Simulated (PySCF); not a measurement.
Zn(Me)(OH) anion (CH4OZn), SMILES [CH3][Zn][OH] (connectivity only; charge and spin as stated), charge -1, multiplicity 2. Atoms are numbered in the order given.

```xyz
7

Zn     0.0863     0.0929     0.3289
C     -0.2446     1.4476    -1.1567
H     -1.0681     2.1385    -0.9049
H     -0.5101     0.9393    -2.1024
H      0.6475     2.0690    -1.3494
O     -0.0430    -1.7972     0.0667
H      0.1529    -2.2414     0.8956
```
Charge -1, spin multiplicity 2.

Coordinates come from a PBE0-D3(BJ)/def2-SVPD optimisation. The multiplicity is an assumed one; other spin states were not compared. The isomer is the one that the SMILES or the coordinates give; other isomers of the formula were not compared. The values are those of a single conformer.

Method: PBE0-D3(BJ)/def2-SVPD in PySCF.

Frequencies are harmonic and unscaled.

```json
[
 {"mode": "1", "ν (cm⁻¹)": "26", "IR (km/mol)": "0.0", "moving atoms (share of kinetic energy)": "H 89 %"},
 {"mode": "2", "ν (cm⁻¹)": "120", "IR (km/mol)": "13.3", "moving atoms (share of kinetic energy)": "O 34 %, Zn 23 %, C 22 %, H 21 %"},
 {"mode": "3", "ν (cm⁻¹)": "291", "IR (km/mol)": "12.1", "moving atoms (share of kinetic energy)": "H 95 %"},
 {"mode": "4", "ν (cm⁻¹)": "445", "IR (km/mol)": "47.3", "moving atoms (share of kinetic energy)": "C 56 %, O 18 %, H 16 %, Zn 10 %"},
 {"mode": "5", "ν (cm⁻¹)": "502", "IR (km/mol)": "105.8", "moving atoms (share of kinetic energy)": "O 61 %, Zn 26 %, C 9 %"},
 {"mode": "6", "ν (cm⁻¹)": "566", "IR (km/mol)": "9.3", "moving atoms (share of kinetic energy)": "H 85 %, C 14 %"},
 {"mode": "7", "ν (cm⁻¹)": "576", "IR (km/mol)": "66.4", "moving atoms (share of kinetic energy)": "H 84 %, C 14 %"},
 {"mode": "8", "ν (cm⁻¹)": "665", "IR (km/mol)": "138.4", "moving atoms (share of kinetic energy)": "H 88 %"},
 {"mode": "9", "ν (cm⁻¹)": "1120", "IR (km/mol)": "9.6", "moving atoms (share of kinetic energy)": "H 81 %, C 19 %"},
 {"mode": "10", "ν (cm⁻¹)": "1416", "IR (km/mol)": "12.5", "moving atoms (share of kinetic energy)": "H 94 %"},
 {"mode": "11", "ν (cm⁻¹)": "1419", "IR (km/mol)": "1.1", "moving atoms (share of kinetic energy)": "H 95 %"},
 {"mode": "12", "ν (cm⁻¹)": "2995", "IR (km/mol)": "135.5", "moving atoms (share of kinetic energy)": "H 97 %"},
 {"mode": "13", "ν (cm⁻¹)": "3093", "IR (km/mol)": "51.5", "moving atoms (share of kinetic energy)": "H 91 %, C 9 %"},
 {"mode": "14", "ν (cm⁻¹)": "3103", "IR (km/mol)": "20.2", "moving atoms (share of kinetic energy)": "H 91 %, C 9 %"},
 {"mode": "15", "ν (cm⁻¹)": "3912", "IR (km/mol)": "2.3", "moving atoms (share of kinetic energy)": "H 94 %"}
]
```
